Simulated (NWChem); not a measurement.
System: TiH$_{2}$Cl$_{2}$; SMILES [Cl][TiH2][Cl]

```xyz
5

Ti     0.0000     0.0000    -0.5974
Cl     1.8904     0.0000     0.4776
Cl    -1.8904     0.0000     0.4776
H      0.0000    -1.3463    -1.6030
H      0.0000     1.3463    -1.6030
```
Atoms are numbered in this order, from 1.

All runs use the structure optimised with B3LYP/6-31G* (spherical d).

### Question
Give the principal values of the shielding tensors (ppm) of Ti1, Cl2 from LDA (Slater exchange, VWN5)/pcSseg-1, GIAO (NWChem), with their diamagnetic and paramagnetic parts as GIAO splits them.

### Answer
```tsv
atom	σ11	σ22	σ33	isotropic	diamagnetic	paramagnetic
Ti1	-2887.4	-1918.2	-1524.7	-2110.1	1613.4	-3723.6
Cl2	-837.4	-541.0	933.8	-148.2	1148.9	-1297.1
```
